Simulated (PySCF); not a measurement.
## Computed vibrations of [Hg(H2O)]2+

[Hg(H2O)]2+ (singlet). PySCF 2.14.0, RKS PBE0, Hg def2-SVP with ECP60, O def2-SVP, H def2-SVP; non-relativistic Hamiltonian with scalar-relativistic core potentials where named; density fitting; no spin-orbit coupling. Central differences of gradients.

```xyz
4

Hg    0.0000    0.0000   -0.1757
O     0.0000    0.0000    1.9088
H     0.8158    0.0000    2.4625
H    -0.8158    0.0000    2.4625
```

Run from Python with OMP_NUM_THREADS=2. Where DIIS fails, smearing, a level shift and second-order steps follow.
It took 8.2 s on 2 threads of Arm Neoverse V1 (shared host).

What are the harmonic wavenumbers and infrared intensities?

Modes are labelled in C2v; negative numbers are unstable modes, those under 60 cm⁻¹ near the noise; a finer grid moves soft modes by up to 10 cm⁻¹.
```
cm⁻¹  km/mol  symmetry
-280       –        b1
 460     0.1        a1
 781    64.9        b2
1569    27.8        a1
3564   651.2        a1
3662   610.5        b2
```

Is this a minimum?

No: 1 unstable; the lowest moves the atoms so:
```
Hg   0.00  0.00  0.00
O    0.00  0.11  0.00
H    0.00 -0.70  0.00
H    0.00 -0.70  0.00
```
